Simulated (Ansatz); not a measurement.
`O[B](F)[GeH3]` + dimethylamine → `C[N](C)[GeH3]` + `OBF`  (cleavage of the Ge–B bond)

Program: Ansatz. Geometries: PBE0-D4/def2-TZVP. ΔE: electronic, gas phase. CCSD(T)/CBS is the MP2 limit (def2-TZVPP, def2-QZVPP) plus CCSD(T) − MP2 in def2-TZVPP, frozen cores. This one scheme is used for every species. Functionals use def2-TZVPP. B3LYP here is the variant with VWN-RPA as its local correlation; programs differ in this. HSE06 is defined as in plane-wave codes. For Ge outer-core shells are correlated without core-valence functions, which leaves a few kJ/mol of doubt a bond. Scalar relativity is left out up to krypton. One conformer a species, not always the lowest.

```tsv
level	ΔE (kJ/mol)	difference from CCSD(T)/CBS
LDA (SPW92)	0.3	14.1
PBE-D4	-0.9	12.9
revPBE-D4	-5.4	8.4
BLYP-D4	-11.5	2.3
r2SCAN-D4	-6.2	7.6
PBE0-D4	-3.9	9.9
B3LYP-D4	-12.3	1.5
r2SCANh-D4	-6.8	7.0
r2SCAN0-D4	-7.8	6.0
HSE06-D4	-3.9	9.9
BHLYP-D4	-16.7	-2.9
CAM-B3LYP-D4	-12.9	0.9
B2PLYP	-13.3	0.5
PBE-QIDH	-11.9	1.9
PBE	3.5	17.3
revPBE	5.5	19.3
BLYP	-2.5	11.3
r2SCAN	-5.0	8.8
PBE0	-0.2	13.6
B3LYP	-5.5	8.3
r2SCANh	-5.6	8.2
r2SCAN0	-6.4	7.4
HSE06	-0.4	13.4
BHLYP	-11.4	2.4
CAM-B3LYP	-9.0	4.8
LC-ωPBE	-3.6	10.2
RPA@PBE/def2-TZVPP	-16.8	-3.0
HF/def2-SVP	-23.0	-9.2
MP2/def2-SVP	-30.6	-16.8
CCSD/def2-SVP	-23.2	-9.4
CCSD(T)/def2-SVP	-23.8	-10.0
HF/def2-TZVPP	-19.3	-5.5
MP2/def2-TZVPP	-23.9	-10.1
SCS-MP2/def2-TZVPP	-23.9	-10.1
CCSD/def2-TZVPP	-15.3	-1.5
HF/def2-QZVPP	-19.8	-6.0
SCS-MP2/def2-QZVPP	-23.1	-9.3
HF/CBS(def2)	-19.9	-6.1
MP2/CBS(def2)	-21.8	-8.0
CCSD/CBS(def2)	-13.2	0.6
CCSD(T)/CBS	-13.8	0
```

Largest T1 diagnostic among the species: 0.013.

From BLYP to BHLYP (50 % exact exchange), in def2-TZVPP and without D4, ΔE moves by −8.9 kJ/mol. The D4 term adds −6.8 kJ/mol with B3LYP and −3.8 kJ/mol with PBE0; it sums over pairs of atoms, weighted by their polarisabilities, and B3LYP, whose exchange is more repulsive, gets the larger term. Leaving LDA and LC-ωPBE aside and taking each functional with its dispersion term where it has one, the values spread over 15.9 kJ/mol, from BHLYP-D4 to PBE-D4. LDA lies −3.2 kJ/mol from PBE without D4.
